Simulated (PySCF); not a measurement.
```xyz
4
charge 0 multiplicity 1, angstrom
Lu    0.0000    0.0000    0.0000
H     1.9432    0.0000    0.0000
H    -0.9716    1.6829    0.0000
H    -0.9716   -1.6829    0.0000
```

Method: PySCF, PBE0, basis Lu x2c-TZVPall, H x2c-TZVPall (spin-free X2C, no spin–orbit coupling, density fitting).

This geometry of LuH3 is a stationary point at this level.

Task: What is the point group?

Result: D3h.

Task: Is it a minimum?

Result: No: it has 1 imaginary mode, at 116i cm⁻¹ (a2'').

Task: List the harmonic modes with their infrared intensities.

Result: 
| symmetry | ω (cm⁻¹) | IR (km/mol, summed over degenerate members) | type |
| --- | --- | --- | --- |
| a2'' | 116i | – | bend |
| e' | 578 | 202 | bend |
| e' | 1500 | 1295 | stretch |
| a1' | 1565 | 0.0 | stretch |

Task: What are the dipole moment and the gap between the highest occupied and lowest empty levels?

Result: 0.00 D and 5.14 eV.

Task: Give the atomic charges and bond orders.

Result: 
```csv
atom,Mulliken,Löwdin,polar tensor,Mayer order to Lu1
Lu1,0.66,0.65,1.50,–
"H2,3,4",-0.22,-0.22,-0.50,0.94
```

In D3h the vibrations span a2'' + 2e' + a1'. The a1' mode carries no infrared intensity, as symmetry demands.

Stability towards spin polarisation was not tested. This need not be the most stable arrangement of these atoms.
